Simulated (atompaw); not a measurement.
# Au: one change to a PAW (atompaw) potential, before and after

```json
{
  "Element": "Au",
  "Generator": "atompaw 4.2.0.5",
  "Type": "PAW",
  "Functional": "PBE",
  "Relativity": "scalar-relativistic",
  "Frozen core": "[Xe] 4f14",
  "Valence charge": "11",
  "Reference configuration": "5d10 6s0.5 6p0 (charge +0.5)",
  "Partial waves": "6s (bound): rc 3.00 bohr; 6s channel at 1.45 Ry: rc 3.00 bohr; 6p (bound, empty): rc 3.00 bohr; 6p channel at 4.6 Ry: rc 3.00 bohr; 5d (bound): rc 3.00 bohr; 5d channel at 1.6 Ry: rc 3.00 bohr",
  "Local potential": "ultrasoft scheme with l = 3 at 0.5 Ry, radius 2.40 bohr",
  "Core correction": "smooth core density matched at 2.05 bohr",
  "Augmentation charge": "besselshape compensation charge, radius 2.95 bohr; PAW radius 3.00 bohr; waves and projectors: custom rrkj gramschmidtortho"
}
```

Change: local potential ultrasoft scheme with l = 3 at 0.5 Ry, radius 1.88 bohr.

Cutoffs: the cutoffs (Ry, on a coarse ladder) from which the occupation-weighted sum of valence levels, in a spherical-Bessel basis at the reference potential, stays within 10 and 1 mRy of its value at 400 Ry; they do not see the model core or the augmentation charge, which bear on the density cutoff.

Problem. What does the change do?

Solution. The potential gets neither clearly harder nor softer (12 Ry and 18 Ry → 12 Ry and 18 Ry); a bound ghost appears in s, which as a rule spoils a file. A state that the projectors do not describe sees the local part alone, so a deeper or shallower local part can create or remove a ghost.

```csv
quantity,base,changed
"cutoff, loose",12 Ry,12 Ry
"cutoff, tight",18 Ry,18 Ry
bound ghosts,none,s
s: phases at 3.00 bohr within 0.05 rad from the reference energy up to (Ry; the scan ends near 5),2.6,n/a
p: phases at 3.00 bohr within 0.05 rad from the reference energy up to (Ry; the scan ends near 5),to the end of the scan,4.2
d: phases at 3.00 bohr within 0.05 rad from the reference energy up to (Ry; the scan ends near 5),to the end of the scan,to the end of the scan
lowest overlap eigenvalue by channel,"s 0.52, p 0.19, d 0.79","s 0.36, p 0.13, d 0.78"
```

 A true bound ghost makes a file unfit for plane-wave use even where its test errors are small: the radial tests pick states by their node count and pass the ghost by. The cutoffs see the waves, projectors and local potential, not the compensation charge or the core.
